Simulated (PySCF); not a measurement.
# M06-2X on Tc (technetium, neutral)

Configuration: [Kr] 4d5 5s2, high-spin 6S determinant. All numbers are calculated (PySCF 2.14, scalar relativity by spin-free X2C-1e, in x2c-TZVPall (8s6p6d1f, 63 functions)).

* Total energy: -4285.60 hartree
* One-electron energy: -5905.75 hartree
* Hartree (Coulomb) energy: 1750.19 hartree
* Exchange-correlation energy: -130.04 hartree
* ⟨S²⟩: 8.7656
* ⟨L²⟩: 0.000
* Sum of ⟨r⟩: 32.82 bohr
* Sum of ⟨r²⟩: 59.49 bohr²
* Langevin diamagnetic susceptibility: -47.1 ×10⁻⁶ cm³/mol
* Time after the integrals: 3.6 s of wall time on 1 thread of Neoverse-V1 (shared host)

```tsv
shell	electrons	mean orbital energy (hartree)	rms radius, mean of both spins (bohr)
1s β	1	-771.58736	0.0394
1s α	1	-771.58718	0.0394
2s α	1	-111.35088	0.162
2s β	1	-111.32334	0.162
2p α	3	-99.77229	0.144
2p β	3	-99.74572	0.144
3s α	1	-19.88361	0.444
3s β	1	-19.86716	0.444
3p α	3	-16.05792	0.448
3p β	3	-16.03909	0.448
3d α	5	-9.78073	0.435
3d β	5	-9.74133	0.435
4s α	1	-3.03027	1.13
4s β	1	-2.90001	1.13
4p α	3	-1.94728	1.26
4p β	3	-1.76696	1.26
4d α	5	-0.40785	1.83
5s α	1	-0.24351	3.67
5s β	1	-0.20286	3.67
```

Densities and radii are taken from the X2C orbitals without a picture-change correction, which distorts them close to the nucleus.
